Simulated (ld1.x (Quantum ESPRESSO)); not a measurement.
**PBE RRKJ dataset for iron (Fe), scalar-relativistic all-electron reference.**

```
Element                 : iron
Generator               : ld1.x (Quantum ESPRESSO) 7.5
Type                    : norm-conserving RRKJ (Kleinman–Bylander form)
Functional              : PBE
Relativity              : scalar-relativistic
Frozen core             : [Ne] 3s2
Valence charge          : 14
Reference configuration : 3p6 3d6 4s2 4p0
Partial waves           : 4s (bound): rc 2.25 bohr; 3d (bound): rc 1.55 bohr; 3p (bound): rc 1.10 bohr
Local potential         : the p channel
Core correction         : Bessel-smoothed model core inside 0.80 bohr
rho0                    : 0.001
```

All-electron outer shells of the reference configuration (PBE, scalar-relativistic, ld1.x):

```csv
shell,level (eV),outermost node (bohr),outermost maximum (bohr)
2p,-698.45,–,0.18
3s,-94.02,0.33,0.70
3p,-60.04,0.30,0.72
3d,-7.50,–,0.71
4s,-5.29,1.00,2.41
4p,-1.33,1.10,3.33
```

(1) Estimate the cutoffs (Ry, on a coarse ladder) from which the occupation-weighted sum of valence levels, in a spherical-Bessel basis at the reference potential, stays within 10 and 1 mRy of its value at 400 Ry.

(2) What does a ghost test show?

(3) Tests: 3p6 3d6 4s1 4p0; 3p6 3d6 4s0 4p0; 3p6 3d5 4s0 4p0; 3p5 3d6 4s2 4p0; 3p6 3d6.5 4s1.5 4p0; 3p6 3d7 4s0 4p0; 3p6 3d6 4s1 4p1. Which has the largest error in its energy relative to the reference configuration, and how large is it?

Results:

(1) 80 Ry and 140 Ry.

(2) Ghost state, extra bound levels that the all-electron valence spectrum of the same l lacks: s at -99.1 eV. A true bound ghost makes a file unfit for plane-wave use.

(3) 3p5 3d6 4s2 4p0, with -388 meV (all-electron minus pseudo) on +67.68 eV.
